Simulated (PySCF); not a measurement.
A structure optimised at PBE0-D3(BJ)/def2-SVP, used in a PySCF frequency run:

```xyz
12

C      2.5714    -1.0520     0.0019
C      1.2836    -0.3483    -0.2091
F      1.3463     0.5059    -1.2485
C      0.1334    -0.4459     0.4603
Si    -1.3618     0.5524     0.0011
F     -2.5368     0.1513     1.0565
H      3.3749    -0.3218     0.1889
H      2.8481    -1.6139    -0.9044
H      2.5089    -1.7441     0.8499
H      0.0947    -1.1427     1.3019
H     -1.1225     2.0175     0.1256
H     -1.8555     0.2331    -1.3677
```
Charge 0, spin multiplicity 1.

**Question.** Write its SMILES and formula.

**Answer.** C/C(F)=C/[SiH2]F, C3H6F2Si

**Question.** What are its rotational constants (standard atomic weights)?

**Answer.** 7.5168, 1.3401, 1.1613 GHz
